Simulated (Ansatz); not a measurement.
Molecule: SnCl₂, net charge 0, singlet state. SMILES: [Cl][Sn][Cl]
Geometry: optimised at B3LYP-D3(BJ)/def2-TZVP (Ansatz, an electronic-structure program).

Property: vertical triplet-singlet gap (E(triplet) - E(singlet); each state is the SCF solution reached for its spin), in kcal/mol. Correlated levels leave the core frozen unless marked. Open shells are spin-unrestricted. No spin-orbit coupling. The frozen core is the preceding noble-gas configuration, with the filled d and f shells of earlier blocks. In def2 rows, elements after Kr have scalar-relativistic effective core potentials. Basis-set limits of correlation are two-point, X^-3; Hartree-Fock from the larger set. The bracket is a focal-point correction in the basis named.

| level | program | vertical triplet-singlet gap (kcal/mol) | minus last row |
|---|---|---|---|
| HF/def2-QZVPPD | Ansatz | 52.0 | -13.8 |
| B3LYP/def2-TZVPD | Ansatz | 69.0 | 3.2 |
| PBE0/def2-TZVPD | Ansatz | 65.8 | 0.0 |
| wB97X-V/def2-TZVPD | Ansatz | 69.9 | 4.1 |
| CCSD/def2-SVPD | Ansatz | 63.7 | -2.1 |
| CCSD(T)/def2-TZVPPD | Ansatz | 64.3 | -1.5 |
| RI-MP2/CBS(def2-TZVPPD,def2-QZVPPD)+[CCSD(T)-MP2]/def2-TZVPPD | Ansatz | 65.8 | 0.0 |
